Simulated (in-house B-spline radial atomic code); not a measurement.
La: [Xe] 5d1 6s2

Method: Dirac-Kohn-Sham B97-1, spherical fractional occupations, exact exchange averaged over the configuration, Fermi nucleus of rms radius 4.855 fm. Calculated with an all-electron radial atomic-structure program (B-spline basis).

Screening seen three ways: the hydrogenic charge with the same mean radius, Z_r = [3n² - l(l+1)]/(2<r>), the one with the same energy, Z_e = n√(-2ε), and Slater's rules. Values are occupation-weighted means over j. An effective charge above Z reflects the relativistic contraction of the inner shells.

| shell | electrons | ε (eV) | <r> (bohr) | Z_r | Z_e | Slater |
| --- | --- | --- | --- | --- | --- | --- |
| 1s | 2 | -38805 | 0.02507 | 59.84 | 53.41 | 56.70 |
| 2s | 2 | -6198.9 | 0.107 | 56.09 | 42.69 | 52.85 |
| 2p | 6 | -5567.2 | 0.094 | 53.19 | 40.46 | 52.85 |
| 3s | 2 | -1335.6 | 0.2847 | 47.43 | 29.72 | 45.75 |
| 3p | 6 | -1131.4 | 0.2826 | 44.24 | 27.36 | 45.75 |
| 3d | 10 | -831.87 | 0.2598 | 40.41 | 23.46 | 35.85 |
| 4s | 2 | -273.77 | 0.654 | 36.70 | 17.94 | 29.25 |
| 4p | 6 | -206.47 | 0.6924 | 33.22 | 15.58 | 29.25 |
| 4d | 10 | -107.13 | 0.7679 | 27.35 | 11.22 | 17.85 |
| 5s | 2 | -41.302 | 1.56 | 24.04 | 8.71 | 11.25 |
| 5p | 6 | -23.924 | 1.803 | 20.25 | 6.63 | 11.25 |
| 6s | 2 | -3.9836 | 4.473 | 12.07 | 3.25 | 3.00 |
| 5d | 1 | -3.8425 | 2.96 | 11.66 | 2.66 | 3.00 |

The least bound orbital is 5d5/2 at -3.771 eV, while the most diffuse is 6s1/2 (<r> = 4.473 bohr against 2.985 bohr): energy order and size order differ.

Spin-orbit splittings of the orbital energies (j = l + 1/2 above j = l - 1/2 when positive): 2p 413.3 eV, 3p 80.96 eV, 3d 17.28 eV, 4p 17.31 eV, 4d 3.012 eV, 5p 2.576 eV, 5d 0.1785 eV.

For the 1s electron the small component carries 4.44 % of the norm, the zero-frequency Breit interaction raises the level by 103.6 eV, self-energy by 60.27 eV, and vacuum polarisation lowers it by 8.843 eV.

The density falls to 0.001 bohr⁻³ at 5.492 bohr; Σ<r²> = 96.056 bohr² gives, by the non-relativistic formula and without the paramagnetism of open shells, a Langevin diamagnetic susceptibility of -76.08×10⁻⁶ cm³/mol.
